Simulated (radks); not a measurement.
The numbers below are computed, except where a source is named.
Level of theory: non-relativistic Kohn-Sham, LB94 model potential, spin-unpolarised, spherical densities, point nucleus (a radial shooting solver on a logarithmic mesh with Libxc functionals). Response by self-consistent Sternheimer equations with the Hartree and adiabatic LDA kernel. For heavy and open-shell atoms this level of theory can miss by tens of per cent. Rank Sc, Sr, N+, Ga, Cd, Li, Ag+, Rb+ (NIST ground configurations) by static dipole polarisability, largest first.

Answer. Sr 151.9, Li 130.5, Sc 97.92, Ga 40.98, Cd 39.77, Rb+ 9.399, Ag+ 8.890, N+ 3.686 bohr^3.
